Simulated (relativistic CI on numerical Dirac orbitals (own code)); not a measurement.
## Zr3+: resonant inelastic scattering at the M2,3 edge

Computed with this model: Dirac-Coulomb-Breit CI, orbitals from a KLI potential per configuration, QED by a radiative potential, valence Slater integrals scaled by 0.7, Kramers-Heisenberg scattering through one core-hole configuration in a parametric crystal field; configurations [Kr] 4d → [Ne] 3s2 3p5 3d10 4s2 4p6 4d2; 10 K; core-hole width 1.2 eV; summed over polarisations. Incident energies are the highest absorption maxima for each field (at most a few, so the weaker spin-orbit partner edge can be absent), on the computed scale of the free ion. Intensities are in per cent of the strongest line above 0.02 eV; levels within 1 cm⁻¹ are merged; final levels count from the ground level, the first row holds all elastic scattering, lines under 0.4 are left out and each table stops after 24 rows. The scale of the Slater integrals is a model choice and moves the terms in proportion.

Field parameters in Wybourne normalisation: D3d B²₀ = −7Dσ, B⁴₀ = −14Dq − 21Dτ, B⁴₃ = −14√(10/7) Dq; Oh B⁴₀ = 21Dq, B⁴₄ = √(5/14) B⁴₀. The field is a parameter set, without covalency.

S is read from ⟨S²⟩ = S(S + 1).

Oh, 10Dq = 21150 cm⁻¹:

```
Final level (eV)  Degeneracy  Irrep     S  336.1 eV  338.8 eV  349.5 eV
           0.000           4     Γ8  0.50     787.8     656.5     173.3
           0.084           2     Γ7  0.50      73.5      25.9      13.1
           2.653           4     Γ8  0.50       8.1     100.0       3.9
```

Oh, 10Dq = 25300 cm⁻¹:

```
Final level (eV)  Degeneracy  Irrep     S  335.8 eV  339.1 eV  349.3 eV
           0.000           4     Γ8  0.50     801.4     595.4     171.4
           0.084           2     Γ7  0.50      79.5      22.4      13.1
           3.167           4     Γ8  0.50       5.6     100.0       3.1
```

D3d, 10Dq = 18950, Dσ = -380, Dτ = 300 cm⁻¹:

```tsv
Final level (eV)	Degeneracy	Irrep	S	336.2 eV	338.3 eV	338.7 eV
0.000	2	Γ4	0.50	1256.5	1007.1	1067.8
0.074	2	Γ5+Γ6	0.50	100.0	34.3	33.7
0.149	2	Γ4	0.50	95.1	51.6	47.2
2.583	2	Γ4	0.50	8.5	95.8	87.5
2.592	2	Γ5+Γ6	0.50	8.7	94.7	86.0
```

For the first field the strongest loss at the lowest incident energy is the level at 0.08 eV (S = 0.50, against 0.50 in the thermal ground state).
